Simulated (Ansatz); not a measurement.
Geometry optimisation, Ansatz, RHF/def2-SVP.

input.yaml

```yaml
crystal:
  periodic: [false, false, false]
  atoms:
    - { symbol: Sn, position_ang: [-0.117455, -0.310031, -0.130693] }
    - { symbol: Cl, position_ang: [-0.333329, -0.286509, 2.25759] }
    - { symbol: H, position_ang: [1.492079, -0.298586, -0.612731] }
    - { symbol: O, position_ang: [-1.086172, 1.252529, -0.806064] }
    - { symbol: H, position_ang: [-2.026082, 1.184285, -0.871542] }
    - { symbol: H, position_ang: [-1.016909, -1.68657, -0.581692] }
    - { symbol: "N", position_ang: [1.256747, 2.389273, 1.166591] }
    - { symbol: H, position_ang: [2.113255, 2.829182, 1.448315] }
    - { symbol: H, position_ang: [0.649436, 3.096387, 0.785484] }
    - { symbol: H, position_ang: [0.799231, 2.014639, 2.006942] }
basis:
  gaussian: { orbitals: def2-SVP }
hamiltonian:
  xc: hf
relax:
  f_tol: 0.03
  max_steps: 50
```

Launched with:

```bash
$ ansatz run input.yaml --threads 2 --pin off --max-ram 3072MiB --backend cpu --events-out ev --progress --plain --runs-dir out
```

Task: Where does it end, and by what steps?

Result: The run converged. After 12 steps the energy has fallen by 0.180 eV; H8 moved furthest, 0.72 Å.

```csv
step,energy less start (eV),largest force component (eV/Å),accepted
0,0.0000,0.803,yes
1,-0.0421,1.024,yes
2,-0.0497,1.532,yes
3,-0.0824,0.925,yes
4,-0.1245,0.244,yes
5,-0.1405,0.327,yes
6,-0.1576,0.453,yes
7,-0.1663,0.698,yes
8,-0.1750,0.365,yes
9,-0.1796,0.058,yes
10,-0.1797,0.033,yes
11,-0.1798,0.033,yes
12,-0.1800,0.013,yes
```

```xyz
10
Properties=species:S:1:pos:R:3
Sn 0.014 -0.043 0.086
Cl -0.317 -0.494 2.402
H 1.629 -0.174 -0.424
O -1.042 1.485 -0.594
H -1.840 1.246 -1.041
H -0.888 -1.354 -0.580
N 0.987 2.140 1.107
H 1.943 2.383 0.906
H 0.384 2.833 0.694
H 0.862 2.162 2.105
```

Time of the run: 20 s on 2 threads of Arm Neoverse V2 (shared host), peak memory 0.22 GiB.
